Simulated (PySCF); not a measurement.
Computed shifts of a molecule H₇NO₂Si₂, HF/pcSseg-1 (PySCF), GIAO, gas phase, atoms alike by connectivity averaged where their shifts nearly agree, in ppm (number of nuclei): ¹⁵N: 27.4 (1). ²⁹Si: -23.7 (1), -98.9 (1). ¹H: 3.43 (3), 2.35 (2), 0.95 (2). References: ¹⁵N against NH3 (σ = 267.3 ppm); ²⁹Si against TMS (σ = 393.8 ppm); ¹⁷O against H2O (σ = 333.0 ppm); ¹H against TMS (σ = 31.99 ppm), references at their B3LYP-D3(BJ)/def2-TZVP geometries, non-relativistic. Geometry optimised at r2SCAN-D4/def2-SVP. One conformer was computed; it need not be the lowest.

**Question.** Which structure fits?
A) N[Si](O)(O)[SiH3]
B) N[SiH2]O[SiH2]O
C) O[SiH](O)N[SiH3]
D) N[Si@H](O)O[SiH3]

**Answer.** A, N[Si](O)(O)[SiH3]
